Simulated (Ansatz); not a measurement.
## Relaxing a trial structure of FGeH3Sn

The starting geometry of this gas-phase singlet was optimised with GFN2-xTB.

```yaml
atoms:
  - { symbol: F, position_ang: [-0.1549, 1.5968, 1.5324] }
  - { symbol: Ge, position_ang: [0.7328, 0.0411, 1.3413] }
  - { symbol: Sn, position_ang: [-0.0664, -0.6939, -1.5962] }
  - { symbol: H, position_ang: [-0.8149, -0.7560, 0.2523] }
  - { symbol: H, position_ang: [1.0138, -2.0247, -1.0273] }
  - { symbol: H, position_ang: [1.1883, 0.5010, -0.6028] }
```

Q: Where would you expect an optimisation with B3LYP-D3(BJ)/def2-SVP to take it?

A: New bonds form, giving a structure with H4 bridging Sn3 and Ge2, H6 bridging Ge2 and Sn3, given below by its coordinates. Contacts that close: Ge2–H4 (2.05 → 1.79 Å), Ge2–H6 (2.05 → 1.79 Å).

The energy falls by 0.28 eV over 10 steps:

```tsv
step	E − E(last) (eV)
1	0.276
2	0.129
3	0.103
4	0.018
5	0.006
6	0.003
7	0.001
8	0.000
9	0.000
10	0.000
```

Final geometry (Å):

```xyz
6

F    -0.2547    1.6162    1.3371
Ge    0.6782    0.1062    1.3077
Sn   -0.0995   -0.5920   -1.5268
H    -0.5686   -0.7770    0.3814
H     0.9315   -2.0270   -1.2178
H     1.2118    0.3378   -0.3817
```

No frequencies were run, so the end isn't proven a minimum. Atoms past krypton carry core potentials, without spin–orbit terms. Run with Ansatz 0.2.0, 22 s on 1 thread of Intel(R) Xeon(R) 6975P-C (Granite Rapids), on a shared host.
